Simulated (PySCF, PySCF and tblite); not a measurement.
A run on one conformer of C8H12O, numbered as in [CH3:1][C:2](=[O:3])[C@@H:4]1[C@@H:5]2[CH2:6][CH2:7][C@H:8]1[CH2:9]2, from an ensemble study. The sound level was PBE0/6-31G* on GFN2-xTB geometries.

Input:

```
{"job": {"xc": "PBE0", "basis": "6-31G*", "scf": {"diis": false, "max_cycle": 71}, "kind": "nmr", "pop": false}, "charge": 0, "multiplicity": 1}
C      2.582866     0.400837     0.523332
C      1.534969    -0.645808     0.225013
O      1.578618    -1.759455     0.682993
C      0.455780    -0.167843    -0.712308
C     -0.467701     0.995910    -0.288197
C     -1.028808     0.484837     1.040961
C     -1.358947    -0.966999     0.625897
C     -0.888217    -0.915134    -0.828490
C     -1.481647     0.425576    -1.291185
H      2.111773     1.277573     0.961486
H      3.326687     0.003533     1.208690
H      3.068375     0.707795    -0.400472
H      0.908433     0.019155    -1.689086
H     -0.137494     2.030903    -0.330182
H     -1.912034     1.043723     1.349012
H     -0.295647     0.528993     1.846038
H     -2.423028    -1.189469     0.696156
H     -0.808978    -1.704232     1.206211
H     -0.983334    -1.823190    -1.415508
H     -1.255136     0.670867    -2.326146
H     -2.535449     0.599372    -1.084686
```

Command: OMP_NUM_THREADS=1 python ens_run.py task.json out

Output:

```
final grid: 165336 points
cycle   1  E = -386.6571885090  dE =  1.512e+00  |g| = 8.222e-01  |ddm| = 4.189e+00
cycle   2  E = -386.3051609953  dE =  3.520e-01  |g| = 1.567e+00  |ddm| = 2.430e+00
cycle   3  E = -385.7046948396  dE =  6.005e-01  |g| = 2.323e+00  |ddm| = 3.264e+00
cycle   4  E = -380.9388925270  dE =  4.766e+00  |g| = 4.364e+00  |ddm| = 1.625e+01
cycle   5  E = -360.2546151353  dE =  2.068e+01  |g| = 8.361e+00  |ddm| = 2.200e+01
cycle   6  E = -306.6494410066  dE =  5.361e+01  |g| = 1.244e+01  |ddm| = 3.941e+01
cycle   7  E = -251.8725204743  dE =  5.478e+01  |g| = 1.663e+01  |ddm| = 4.717e+01
cycle   8  E = -189.6367899116  dE =  6.224e+01  |g| = 1.680e+01  |ddm| = 4.416e+01
cycle   9  E = -174.4718048710  dE =  1.516e+01  |g| = 1.663e+01  |ddm| = 4.666e+01
cycle  10  E = -123.1494087940  dE =  5.132e+01  |g| = 1.647e+01  |ddm| = 5.789e+01
cycle  11  E = -138.3435675245  dE = -1.519e+01  |g| = 1.665e+01  |ddm| = 6.104e+01
...
cycle  34  E = 60.8840341096  dE =  1.498e+02  |g| = 1.683e+01  |ddm| = 6.286e+01
cycle  35  E = -88.9618581423  dE = -1.498e+02  |g| = 1.753e+01  |ddm| = 6.286e+01
cycle  36  E = 60.8840341097  dE =  1.498e+02  |g| = 1.683e+01  |ddm| = 6.286e+01
cycle  37  E = -88.9618581422  dE = -1.498e+02  |g| = 1.753e+01  |ddm| = 6.286e+01
cycle  38  E = 60.8840341097  dE =  1.498e+02  |g| = 1.683e+01  |ddm| = 6.286e+01
cycle  39  E = -88.9618581422  dE = -1.498e+02  |g| = 1.753e+01  |ddm| = 6.286e+01
cycle  40  E = 60.8840341097  dE =  1.498e+02  |g| = 1.683e+01  |ddm| = 6.286e+01
cycle  41  E = -88.9618581422  dE = -1.498e+02  |g| = 1.753e+01  |ddm| = 6.286e+01
cycle  42  E = 60.8840341097  dE =  1.498e+02  |g| = 1.683e+01  |ddm| = 6.286e+01
cycle  43  E = -88.9618581422  dE = -1.498e+02  |g| = 1.753e+01  |ddm| = 6.286e+01
cycle  44  E = 60.8840341097  dE =  1.498e+02  |g| = 1.683e+01  |ddm| = 6.286e+01
cycle  45  E = -88.9618581422  dE = -1.498e+02  |g| = 1.753e+01  |ddm| = 6.286e+01
cycle  46  E = 60.8840341097  dE =  1.498e+02  |g| = 1.683e+01  |ddm| = 6.286e+01
cycle  47  E = -88.9618581422  dE = -1.498e+02  |g| = 1.753e+01  |ddm| = 6.286e+01
cycle  48  E = 60.8840341097  dE =  1.498e+02  |g| = 1.683e+01  |ddm| = 6.286e+01
cycle  49  E = -88.9618581422  dE = -1.498e+02  |g| = 1.753e+01  |ddm| = 6.286e+01
cycle  50  E = 60.8840341097  dE =  1.498e+02  |g| = 1.683e+01  |ddm| = 6.286e+01
cycle  51  E = -88.9618581422  dE = -1.498e+02  |g| = 1.753e+01  |ddm| = 6.286e+01
cycle  52  E = 60.8840341097  dE =  1.498e+02  |g| = 1.683e+01  |ddm| = 6.286e+01
cycle  53  E = -88.9618581422  dE = -1.498e+02  |g| = 1.753e+01  |ddm| = 6.286e+01
cycle  54  E = 60.8840341097  dE =  1.498e+02  |g| = 1.683e+01  |ddm| = 6.286e+01
cycle  55  E = -88.9618581422  dE = -1.498e+02  |g| = 1.753e+01  |ddm| = 6.286e+01
cycle  56  E = 60.8840341097  dE =  1.498e+02  |g| = 1.683e+01  |ddm| = 6.286e+01
cycle  57  E = -88.9618581422  dE = -1.498e+02  |g| = 1.753e+01  |ddm| = 6.286e+01
cycle  58  E = 60.8840341097  dE =  1.498e+02  |g| = 1.683e+01  |ddm| = 6.286e+01
cycle  59  E = -88.9618581422  dE = -1.498e+02  |g| = 1.753e+01  |ddm| = 6.286e+01
cycle  60  E = 60.8840341097  dE =  1.498e+02  |g| = 1.683e+01  |ddm| = 6.286e+01
cycle  61  E = -88.9618581422  dE = -1.498e+02  |g| = 1.753e+01  |ddm| = 6.286e+01
cycle  62  E = 60.8840341097  dE =  1.498e+02  |g| = 1.683e+01  |ddm| = 6.286e+01
cycle  63  E = -88.9618581422  dE = -1.498e+02  |g| = 1.753e+01  |ddm| = 6.286e+01
cycle  64  E = 60.8840341097  dE =  1.498e+02  |g| = 1.683e+01  |ddm| = 6.286e+01
cycle  65  E = -88.9618581422  dE = -1.498e+02  |g| = 1.753e+01  |ddm| = 6.286e+01
cycle  66  E = 60.8840341097  dE =  1.498e+02  |g| = 1.683e+01  |ddm| = 6.286e+01
cycle  67  E = -88.9618581422  dE = -1.498e+02  |g| = 1.753e+01  |ddm| = 6.286e+01
cycle  68  E = 60.8840341097  dE =  1.498e+02  |g| = 1.683e+01  |ddm| = 6.286e+01
cycle  69  E = -88.9618581422  dE = -1.498e+02  |g| = 1.753e+01  |ddm| = 6.286e+01
cycle  70  E = 60.8840341097  dE =  1.498e+02  |g| = 1.683e+01  |ddm| = 6.286e+01
cycle  71  E = -88.9618581422  dE = -1.498e+02  |g| = 1.753e+01  |ddm| = 6.286e+01
SCF not converged, last energy = -88.9618581422
```

Q: What is wrong with this calculation?

A: The setting at fault: no DIIS. No converged result was reached.
